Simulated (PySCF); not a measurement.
A structure optimised at PBE0-D3(BJ)/def2-TZVP, used in a PySCF frequency run:

```
Ge
H 1 1.5318
H 1 1.5318 2 111.35
H 1 1.5318 2 111.35 3 -124.92
I 1 2.5139 2 107.52 3 117.54
```
Charge 0, spin multiplicity 1.

### Question
Write its SMILES, formula and point group.

### Answer
[GeH3][I], GeH3I, C3v

### Question
What are its rotational constants (standard atomic weights)?

### Answer
78.322, 1.6420, 1.6420 GHz
